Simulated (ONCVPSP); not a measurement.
**Pseudopotential generation for zinc: ONCV, PBEsol, scalar-relativistic.**

Zn (Z = 30), optimised norm-conserving Vanderbilt (ONCV), made with ONCVPSP 4.0.1 (PBEsol, scalar-relativistic). Core [Ar], reference 3d10 4s2. Waves: 4s: rc 1.60 bohr, ncon 4, nbas 7, qcut 3.1 1/bohr, 2 projectors, debl 3.1 Ha; p scattering state at 0.43 Ha: rc 1.45 bohr, ncon 3, nbas 7, qcut 6.7 1/bohr, 3 projectors, debl 4 Ha; 3d: rc 0.90 bohr, ncon 4, nbas 9, qcut 19.2 1/bohr, 2 projectors, debl 1.1 Ha. Local part: polynomial inside 0.55 bohr (lpopt 5, dvloc0 0 Ha). Core correction: polynomial model core, fcfact 0.25.

All-electron outer shells of the reference configuration (PBEsol, scalar-relativistic, ld1.x):

```
shell  level (eV)  outermost node (bohr)  outermost maximum (bohr)
   3p      -83.26                   0.25                      0.59
   3d      -10.17                      –                      0.56
   4s       -6.00                   0.85                      2.09
```

Results:

```
Cutoffs needed             : 130 Ha and 148 Ha (the cutoffs (Ha) at which the residual kinetic energy of the hardest occupied pseudo-wave falls to 1 and 0.1 mHa per electron)
Ghost test                 : ghosts flagged at negative energy: s at -269.3 eV, p at -75.6 eV; GHOST(+) flagged for s at 147.1 eV; a true bound ghost makes a file unfit for plane-wave use
Largest excitation error   : -84 meV (all-electron minus pseudo) for 3d9 4s0, out of 4 test configurations
rms error of d²Exc/dni dnj : 8.86 mHa without and 4.68 mHa with the model core
```

Generation and tests took about 3.4 s on one core of a shared server CPU.
